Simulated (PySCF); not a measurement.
SnH4, SMILES [SnH4].

Geometry: B3LYP-D3(BJ)/def2-TZVPD. The isomer is the one that the SMILES or the coordinates give; other isomers of the formula were not compared. The def2 effective core potentials stand for the cores of Sn; spin–orbit coupling is left out.

Computed with B3LYP-D3(BJ)/def2-TZVPD run with PySCF.

Frequencies are harmonic and unscaled.

Modes within 1.5 cm⁻¹ of each other (mostly degenerate sets) share a row, with their intensities summed.

Computed vibrational spectrum:
```
mode  ν (cm⁻¹)  IR (km/mol)  moving atoms (share of kinetic energy)
----  --------  -----------  --------------------------------------
1–3        683        449.7                                  H 98 %
4–5        750          0.0                                 H 100 %
6         1933          0.0                                 H 100 %
7–9       1935        554.9                                  H 99 %
```
